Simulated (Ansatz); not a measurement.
Input (CCSDT(Q)/def2-TZVPP; Ansatz, a program for electronic structure):

Ansatz 0.2 input:
```yaml
crystal:
  periodic: [false, false, false]
  atoms:
    - {symbol: Si, position_ang: [-1.60123271, 0.15941721, 0.02982427]}
    - {symbol: Ge, position_ang: [0.77458435, -0.07711688, -0.01442727]}
    - {symbol: H, position_ang: [-2.18795528, -0.78357442, 1.01135756]}
    - {symbol: H, position_ang: [-1.96743648, 1.54275791, 0.41602045]}
    - {symbol: H, position_ang: [-2.16609868, -0.12982190, -1.30963509]}
    - {symbol: H, position_ang: [1.17283931, -1.50975738, -0.41420787]}
    - {symbol: H, position_ang: [1.40090729, 0.89621402, -1.02992559]}
    - {symbol: H, position_ang: [1.37830246, 0.22008110, 1.37052332]}
basis:
  gaussian:
    orbitals: def2-TZVPP
magnetization: {spin_polarized: false}
correlation: {method: ccsdt_q, electrons: outside_noble_gas}
```

Output:

```
Functional definition: HF
integrals: 0.85 GiB planned
2201 factors; integrals over basis functions are off by at most 2.1e-7 eV
mean field: 1.08 GiB planned
mean field evaluation 1: about -64429.6976 eV, gradient 1.4e1 eV
mean field evaluation 2: about -64429.7928 eV, gradient 1.4e1 eV
mean field evaluation 4: about -64430.9018 eV, gradient 3.0e0 eV
mean field evaluation 8: about -64430.9124 eV, gradient 9.6e-2 eV
mean field evaluation 16: about -64430.6575 eV, gradient 5.0e0 eV
mean field -64430.91240902 eV, -2367.7923581903 hartree, gradient 2.7e-6 eV, S^2 0.000000; 0 other end points of the search recorded, 0 dependent functions left out
19 core orbitals not correlated
reference -64430.91240902 eV, -2367.7923581903 hartree; 7, 7 occupied and 148, 148 virtual orbitals, 2201 factors
second order -7.07820167 eV of doubles, -0.00000000 eV of singles
coupled cluster: 8.74 GiB planned
cycle   1  -8.04102193 eV  change   -9.6e-1 eV  update   8.5e-2
cycle   2  -8.62330777 eV  change   -5.8e-1 eV  update   3.5e-2
cycle   3  -8.69336414 eV  change   -7.0e-2 eV  update   1.4e-2
cycle   4  -8.68342856 eV  change    9.9e-3 eV  update   4.8e-3
cycle   5  -8.68632772 eV  change   -2.9e-3 eV  update   1.3e-3
cycle   6  -8.68622494 eV  change    1.0e-4 eV  update   4.4e-4
cycle   7  -8.68575198 eV  change    4.7e-4 eV  update   1.4e-4
cycle   8  -8.68576902 eV  change   -1.7e-5 eV  update   4.9e-5
cycle   9  -8.68583597 eV  change   -6.7e-5 eV  update   1.7e-5
cycle  10  -8.68582718 eV  change    8.8e-6 eV  update   6.2e-6
cycle  11  -8.68582534 eV  change    1.8e-6 eV  update   2.4e-6
cycle  12  -8.68582308 eV  change    2.3e-6 eV  update   8.6e-7
cycle  13  -8.68582305 eV  change    3.4e-8 eV  update   2.8e-7
perturbative correction -0.00903042 eV, -0.0003318617 hartree
Total energy: -64439.60726248 eV, -2368.1118881616 hartree
```
